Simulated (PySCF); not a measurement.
Calculation: B3LYP-D3(BJ)/def2-TZVP // B3LYP-D3(BJ)/def2-SVP run with PySCF 2.14.0. Isolated molecules, 0 K electronic values unless said otherwise. One relaxed conformer stands for a flexible species; it need not be the lowest. B3LYP has the VWN-RPA correlation part, as in Gaussian. 

Reference species (SMILES): `C[CH2][Sn]([Br])([Br])[CH2]C` (C–C–Sn–Br torsion 165°, Br–Sn–C–C torsion -58°) (neutral, multiplicity 1).

- HOMO–LUMO gap: 5.81 eV
- HOMO: -7.47 eV

Changed species: `[Br][Sn]([Br])([Br])[Br]` (0 of 4 Br replaced by C2H5; the reference has 2 of 4 Br replaced by C2H5).

Predict the effect on the HOMO–LUMO gap and HOMO.

the HOMO–LUMO gap falls by 1.26 eV, to 4.55 eV; the HOMO falls by 1.17 eV, to -8.64 eV.
